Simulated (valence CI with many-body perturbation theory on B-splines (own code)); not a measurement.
Pb77+: E2, E3, M1, M2 decay

Calculated by configuration interaction combined with many-body perturbation theory (CI+MBPT): three valence electrons over a frozen Dirac-Fock core [He], a basis of 11 s, 11 p, 9 d, 7 f, 5 g, 2 h, 1 i functions for each j, with the one-electron correlation potential Σ1, the two-electron term Σ2, the three-electron term Σ3, Breit, model QED; selected CI, second order for the rest (own B-spline code, finite nucleus).

No measured spectrum was set against this ion. As an estimate, large intervals hold to a few tenths of a per cent, small ones and those within an open d or f shell to about a per cent.

Lines 1 to 37 of 37 in falling wavelength, among levels below 17626 eV, chosen from the decays that carry over 1 % of a level's rate. Wavelengths and rates use the calculated energies. Electric multipoles are in the length gauge, E1 and E2 with the static RPA response of the core. S is in atomic units (e²a₀⁴ for E2 and M2, e²a₀⁶ for E3), for M1 in squared Bohr magnetons. Weak lines are less certain than strong ones. Lines between different terms over intervals too small for the method are left out, as are lines whose strength nearly cancels. The highest levels of a list are the least certain.

Levels are named by their leading jj configuration (3d3/2^4 stands for four electrons in 3d with j = 3/2), which in mixed levels can hold well under half, so a name can repeat and another be missing. Letters in brackets count levels of one name in rising energy.

| λ vac (Å) | Upper | Lower | Type | A (s⁻¹) | S (a.u.) |
| --- | --- | --- | --- | --- | --- |
| 5.490 | (2s 2p1/2 2p3/2) J=3/2 [a] | (2s 2p1/2^2) J=1/2 | M1 | 6.32e+10 | 1.55e+00 |
| 5.388 | (2s 2p1/2 2p3/2) J=5/2 | (2s 2p1/2^2) J=1/2 | E2 | 5.96e+08 | 1.45e-05 |
| 5.363 | (2s 2p3/2 3d5/2) J=9/2 | (2s 2p1/2 3d5/2) J=7/2 | M1 | 5.76e+10 | 3.30e+00 |
| 5.268 | (2s^2 2p3/2) J=3/2 | (2s^2 2p1/2) J=1/2 | M1 | 5.70e+10 | 1.24e+00 |
| 1.098 | (2s 2p1/2 3p1/2) J=1/2 [a] | (2s 2p1/2 2p3/2) J=3/2 [a] | E2 | 4.47e+12 | 1.27e-05 |
| 1.095 | (2s^2 3p1/2) J=1/2 | (2s^2 2p3/2) J=3/2 | E2 | 5.68e+12 | 1.60e-05 |
| 1.046 | (2s 2p3/2 3p3/2) J=7/2 | (2s 2p3/2^2) J=3/2 | E2 | 2.00e+11 | 1.79e-06 |
| 1.035 | (2s 2p3/2 3p3/2) J=7/2 | (2s 2p3/2^2) J=5/2 | E2 | 2.03e+12 | 1.72e-05 |
| 1.034 | (2s 2p3/2 3p3/2) J=1/2 [b] | (2s 2p3/2^2) J=3/2 | E2 | 3.54e+12 | 7.47e-06 |
| 1.032 | (2s^2 3p3/2) J=3/2 | (2s^2 2p3/2) J=3/2 | E2 | 2.90e+12 | 1.21e-05 |
| 1.023 | (2s 2p3/2 3p3/2) J=1/2 [b] | (2s 2p3/2^2) J=5/2 | E2 | 1.10e+12 | 2.21e-06 |
| 1.015 | (2s 2p3/2 3d5/2) J=9/2 | (2s 2p3/2^2) J=5/2 | M2 | 1.98e+11 | 1.90e-06 |
| 1.015 | (2s 2p3/2 3d5/2) J=9/2 | (2s 2p3/2^2) J=5/2 | E3 | 1.25e+10 | 4.39e-07 |
| 0.8666 | (2s 2p3/2 3p3/2) J=7/2 | (2s 2p1/2 2p3/2) J=5/2 | E2 | 1.44e+12 | 5.02e-06 |
| 0.8640 | (2s 2p3/2 3p3/2) J=7/2 | (2s 2p1/2 2p3/2) J=3/2 [a] | E2 | 2.38e+12 | 8.18e-06 |
| 0.8634 | (2s 2p3/2 3p3/2) J=1/2 [b] | (2s 2p1/2 2p3/2) J=3/2 [b] | E2 | 3.32e+12 | 2.84e-06 |
| 0.8628 | (2s^2 3p3/2) J=3/2 | (2s^2 2p1/2) J=1/2 | E2 | 3.66e+12 | 6.25e-06 |
| 0.8523 | (2s 2p3/2 3d5/2) J=9/2 | (2s 2p1/2 2p3/2) J=5/2 | M2 | 9.09e+10 | 3.65e-07 |
| 0.8523 | (2s 2p3/2 3d5/2) J=9/2 | (2s 2p1/2 2p3/2) J=5/2 | E3 | 1.27e+10 | 1.32e-07 |
| 0.8498 | (2s 2p3/2 3d5/2) J=9/2 | (2s 2p1/2 2p3/2) J=3/2 [a] | E3 | 2.63e+10 | 2.68e-07 |
| 0.8478 | (2p1/2 2p3/2 3d3/2) J=5/2 [a] | (2s 2p1/2 2p3/2) J=1/2 | E2 | 6.32e+12 | 1.48e-05 |
| 0.8469 | (2p1/2 2p3/2 3d3/2) J=7/2 | (2s 2p1/2 2p3/2) J=3/2 [b] | E2 | 9.76e+12 | 3.04e-05 |
| 0.8449 | (2s 2p1/2 3d3/2) J=5/2 | (2s^2 2p1/2) J=1/2 | E2 | 1.36e+13 | 3.14e-05 |
| 0.8439 | (2p1/2^2 3d3/2) J=3/2 | (2s 2p1/2^2) J=1/2 | E2 | 2.03e+13 | 3.10e-05 |
| 0.8428 | (2p1/2 2p3/2 3d3/2) J=5/2 [a] | (2s 2p1/2 2p3/2) J=5/2 | E2 | 4.50e+12 | 1.02e-05 |
| 0.8419 | (2p1/2 2p3/2 3d3/2) J=7/2 | (2s 2p1/2 2p3/2) J=5/2 | E2 | 8.73e+12 | 2.64e-05 |
| 0.8404 | (2p1/2 2p3/2 3d3/2) J=3/2 [a] | (2s 2p1/2 2p3/2) J=3/2 [a] | E2 | 1.44e+13 | 2.15e-05 |
| 0.8404 | (2p1/2 2p3/2 3d3/2) J=5/2 [a] | (2s 2p1/2 2p3/2) J=3/2 [a] | E2 | 8.84e+12 | 1.99e-05 |
| 0.8399 | (2p1/2 2p3/2 3d3/2) J=1/2 [a] | (2s 2p1/2 2p3/2) J=3/2 [a] | E2 | 1.84e+13 | 1.38e-05 |
| 0.8395 | (2p1/2 2p3/2 3d3/2) J=7/2 | (2s 2p1/2 2p3/2) J=3/2 [a] | E2 | 1.88e+12 | 5.59e-06 |
| 0.8340 | (2s 2p3/2 3d5/2) J=3/2 [a] | (2s^2 2p3/2) J=3/2 | E2 | 2.94e+13 | 4.24e-05 |
| 0.8334 | (2s 2p1/2 3d5/2) J=3/2 | (2s^2 2p1/2) J=1/2 | E2 | 2.69e+13 | 3.86e-05 |
| 0.8330 | (2p1/2 2p3/2 3d5/2) J=7/2 [a] | (2s 2p1/2 2p3/2) J=5/2 | E2 | 1.12e+12 | 3.22e-06 |
| 0.8329 | (2s 2p3/2 3d5/2) J=1/2 | (2s^2 2p3/2) J=3/2 | E2 | 2.67e+13 | 1.91e-05 |
| 0.8320 | (2p1/2 2p3/2 3d5/2) J=9/2 | (2s 2p1/2 2p3/2) J=5/2 | E2 | 2.16e+13 | 7.67e-05 |
| 0.8306 | (2p1/2 2p3/2 3d5/2) J=7/2 [a] | (2s 2p1/2 2p3/2) J=3/2 [a] | E2 | 1.95e+13 | 5.50e-05 |
| 0.8294 | (2s 2p3/2 3d5/2) J=7/2 [b] | (2s^2 2p3/2) J=3/2 | E2 | 1.06e+13 | 2.97e-05 |
